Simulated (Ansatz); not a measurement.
System: MoH₂ (charge 0, quintet). The spin state was set by rule; other spins were not relaxed. 
Coordinates optimised at B3LYP-D3(BJ)/def2-TZVP (Ansatz, a program for electronic structure):
```
Mo
H 1 1.7120
H 1 1.7120 2 108.67
```
Charge 0, spin multiplicity 5.

Basis-set convergence of Hartree-Fock and CCSD correlation energies (hartree) with Ansatz. Cores are frozen in the correlated levels unless marked. Open shells are spin-unrestricted. Spin-orbit coupling is left out. Frozen are the shells of the preceding noble gas and the d and f shells that filled before the atom's block. In def2 rows, elements after Kr have scalar-relativistic effective core potentials.

| basis | functions | E(HF) | E(corr, CCSD) |
|---|---|---|---|
| def2-SVPD | 50 | -68.63801 | -0.13340 |
| def2-TZVPPD | 90 | -68.66236 | -0.16335 |
| def2-QZVPPD | 147 | -68.66489 | -0.16984 |

Extrapolating the two largest sets (X = 3 and 4) as X^-3: E(corr) = (64·(-0.16984) - 27·(-0.16335))/37 = -0.1746 Eh, an estimate of the basis-set limit. The largest set recovers 97.3 % of it, the smallest 76.4 %.
